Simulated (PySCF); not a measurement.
# A survey of 19F NMR shifts

Theoretical values (PySCF): geometry from GFN2-xTB, GIAO PBE0/pcSseg-1 shieldings. Non-relativistic, one computed conformer, in vacuum, fast rotation and ring inversion assumed for equivalent nuclei.

Shieldings were converted by a linear fit to measured shifts: 19F: δ = 146.13 − 0.903σ +14.6 on sp3 carbon (rms 6.0 ppm, 223 shifts, 7.0 ppm with the 5 outliers that the fit left out vs CFCl3, solution or neat liquid). Occasional misses reach two or three times the rms, and more in compound classes unlike the fitted ones.

Task: Give the 19F shifts of `CC1=CC=CC1(F)F`, `C=C/C=C/C=C(F)F`, `FCC=C=C=CCF`, `O=C[C@@H]1C[SiH2][C@@H](C(F)F)C1`, `FC1=CC[C@H](F)C=C1`, `C/C(F)=C1/C=C(F)C1`.

Result: 
| compound | environment | δ (ppm) |
| --- | --- | --- |
| CC1=CC=CC1(F)F | fluorine of a CF2 group (×2) | -141.5 |
| [CH2:1]=[CH:2]/[CH:3]=[CH:4]/[CH:5]=[C:6]([F:7])[F:8] | F8: vinylic fluorine | -83.2 |
| [CH2:1]=[CH:2]/[CH:3]=[CH:4]/[CH:5]=[C:6]([F:7])[F:8] | F7: vinylic fluorine | -84.1 |
| FCC=C=C=CCF | fluorine on an sp3 carbon (×2) | -211.3 |
| [O:1]=[CH:2][C@@H:3]1[CH2:4][SiH2:5][C@@H:6]([CH:7]([F:8])[F:9])[CH2:10]1 | F8: fluorine of a CF2 group | -104.1 |
| [O:1]=[CH:2][C@@H:3]1[CH2:4][SiH2:5][C@@H:6]([CH:7]([F:8])[F:9])[CH2:10]1 | F9: fluorine of a CF2 group | -105.4 |
| [F:1][C:2]1=[CH:3][CH2:4][C@H:5]([F:6])[CH:7]=[CH:8]1 | F1: vinylic fluorine | -116.1 |
| [F:1][C:2]1=[CH:3][CH2:4][C@H:5]([F:6])[CH:7]=[CH:8]1 | F6: fluorine on an sp3 carbon | -158.2 |
| [CH3:1]/[C:2]([F:3])=[C:4]1/[CH:5]=[C:6]([F:7])[CH2:8]1 | F7: vinylic fluorine | -90.8 |
| [CH3:1]/[C:2]([F:3])=[C:4]1/[CH:5]=[C:6]([F:7])[CH2:8]1 | F3: vinylic fluorine | -116.9 |
